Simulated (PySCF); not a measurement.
Electron correlation in Os⁷¹⁺ (osmium, charge +71)

Starting occupation: [He] 2s2 2p1, 2p1/2 with m_j = +1/2. Computed with PySCF 2.14 in an even-tempered Gaussian basis (16 s from 59 bohr⁻², ratio 2.4; 13 p from 76 bohr⁻², ratio 2.4; 5 d from 240 bohr⁻², ratio 2.6; 4 f from 370 bohr⁻², ratio 2.6), with X2C-1e with screened-nucleus spin-orbit coupling, Gaussian nucleus. Frozen: nothing; 5 electrons correlated; the 28 highest virtual spinors left out.

MP2 pair energies summed by pair of shells (mhartree):

```json
{"pair": "2s1/2-2s1/2", "energy": "-91.58", "share (%)": "39.7"}
{"pair": "1s1/2-1s1/2", "energy": "-63.15", "share (%)": "27.4"}
{"pair": "2p1/2-2s1/2", "energy": "-38.63", "share (%)": "16.7"}
{"pair": "1s1/2-2s1/2", "energy": "-23.98", "share (%)": "10.4"}
{"pair": "1s1/2-2p1/2", "energy": "-13.35", "share (%)": "5.8"}
```

Total MP2 correlation energy: -230.69 mhartree.

At this charge the one-electron X2C treatment keeps the bare 1/r₁₂, with no two-electron picture change or Breit term. That inflates the 1s pair energies well beyond their four-component values.
